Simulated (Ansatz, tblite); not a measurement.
Cost and result up the ladder for GeCl2⁻ (3 atoms). Charge -1, multiplicity 2. Geometry: PBE-D4/def2-TZVPD.

```xyz
3

Ge    0.1105    0.2316    0.9780
Cl   -1.5779    0.8353   -0.5422
Cl    1.4674   -1.0669   -0.4359
```

Ansatz on 4 threads of Arm Neoverse V1 on a shared host; xTB runs through tblite on one thread. Times are rough, summed over both states, and most runs start from the orbitals of an earlier one. CCSD(T)/def2-TZVPPD serves as the yardstick here, not as an exact answer. The other state is a singlet.

The xTB rows come from tblite. Correlated methods freeze 19 core orbitals; core or outer-core shells of Ge are correlated, in sets that lack core-valence functions. The structure comes from a short search, and lower isomers may exist.

Correlated methods converge slowly with the basis.

Raw xTB energies of ions are shifted by several eV, and xTB has no spin-polarisation term.

```tsv
level	functions	vertical IE (eV)	difference from CCSD(T)/def2-TZVPPD (eV)	remarks
r2SCAN-D4/def2-TZVPD	146	1.82	0.11	HOMO above zero (-1 doublet)
PBE0-D4/def2-TZVPD	146	1.80	0.08	HOMO above zero (-1 doublet)
PBE-D4/def2-TZVPD	146	1.62	-0.09	HOMO above zero (-1 doublet)
GFN1-xTB	27	5.79	4.08	–
GFN2-xTB	27	4.90	3.19	–
CCSD(T)/def2-TZVPPD	156	1.71	0.00	–
```

Estimate how long each takes.

GFN2-xTB 0.005 s; GFN1-xTB 0.006 s; PBE-D4/def2-TZVPD 2.4 s; PBE0-D4/def2-TZVPD 3.9 s; r2SCAN-D4/def2-TZVPD 5.9 s; CCSD(T)/def2-TZVPPD 28 s. On shared hardware such times vary by a factor of up to 3.
